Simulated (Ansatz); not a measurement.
**Energy profile**

The step: SiNH₅O ([NH2][SiH2][OH]) + H₂ → SiH₄O ([OH][SiH3]) + NH₃; bonds formed: Si1–H7, N2–H6; bonds broken: Si1–N2, H6–H7 (atoms numbered as in the saddle structure below).

```tsv
atom	x (Å)	y (Å)	z (Å)
Si1	-0.6952	-0.2555	-0.0322
N2	1.1496	-0.4757	0.1820
H3	-1.0065	-1.5467	-0.7253
H4	-1.3330	-0.4160	1.2956
O5	-1.1770	0.7611	-1.2343
H6	0.9325	0.5832	0.6826
H7	0.0276	1.3292	0.7839
H8	1.4789	-1.2771	0.7101
H9	1.6775	-0.3840	-0.6790
H10	-1.0546	1.6814	-0.9834
```

Electronic energies by CCSD(T) at an estimated basis limit (MP2 extrapolated from triple and quadruple zeta, plus CCSD(T) − MP2 in triple zeta), on PBE0-D4/def2-TZVP structures; SiNH₇O, closed shell; no counterpoise correction. Ansatz 0.2.0; basis: def2-TZVPP and def2-QZVPP; cores frozen in the correlated methods. Extrapolation: Hartree–Fock as exp(−7.88 √X), correlation as X^−2.97.

Problem. Give the profile in kcal/mol, counted from the separated reactants. (An estimate is asked for; the value comes from the calculation.)

Solution. Computed:
```csv
point,kcal/mol
"separated: SiNH₅O (linked as [NH2][SiH2][OH]; Si1, N2, H3, H4, O5, H8, H9, H10; singlet) + H₂ (H6, H7; singlet)",0.00
start structure,-0.71
saddle,49.43
end structure,7.77
"separated: SiH₄O (linked as [OH][SiH3]; Si1, H3, H4, O5, H7, H10; singlet) + NH₃ (N2, H6, H8, H9; singlet)",11.49
```

No T1 diagnostic of these runs exceeds 0.012.

For scale, one of the runs: CCSD(T)/def2-TZVPP, 202 basis functions (an equivalent command: `ansatz run in.yaml --threads 2`). Time: 34 s of wall clock on 2 CPU threads; the host was shared. Peak host memory: 2.7 GiB.
